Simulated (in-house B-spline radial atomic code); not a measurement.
A radial electron density 4πr²n(r) was computed for an atom or ion in its tabulated ground configuration with a B-spline radial code for spherical atoms; method: non-relativistic Hartree-Fock, average of configuration. Columns: r (bohr), 4πr²n(r) (electrons per bohr), bar.

```
 0.00136    1.061 #
 0.00157     1.39 #
 0.00183    1.847 ##
 0.00212    2.419 ##
 0.00246    3.166 ###
 0.00286    4.138 ####
 0.00332    5.365 #####
 0.00386     6.93 ######
 0.00448    8.861 ########
  0.0052    11.24 ##########
 0.00604    14.13 ############
 0.00701    17.54 ###############
 0.00814    21.52 ###################
 0.00946    26.02 #######################
   0.011    30.92 ###########################
  0.0127    35.76 ###############################
  0.0148    40.76 ####################################
  0.0172    45.09 ########################################
    0.02    48.38 ##########################################
  0.0232    50.11 ############################################
  0.0269    50.02 ############################################
  0.0313    47.99 ##########################################
  0.0363    44.46 #######################################
  0.0421    40.18 ###################################
  0.0489    36.27 ################################
  0.0568    33.96 ##############################
   0.066    34.07 ##############################
  0.0766    36.52 ################################
  0.0889    40.17 ###################################
   0.103    43.06 ######################################
    0.12    43.16 ######################################
   0.139    39.28 ##################################
   0.162    31.46 ############################
   0.188       22 ###################
   0.218    13.13 ############
   0.253    6.495 ######
   0.294    2.572 ##
   0.341    0.806 #
   0.396    0.188 
    0.46  0.03133 
   0.534 0.003588
```

Question: Which atom or ion is it?
A. Zr34+
B. Mo34+
C. Nb34+
D. Mo33+

Answer: B. The area under the curve, ∫4πr²n dr = ∫r·4πr²n d(ln r) on this logarithmic grid, is 8 electrons, which only this option has. The configuration is [He] 2s2 2p4.
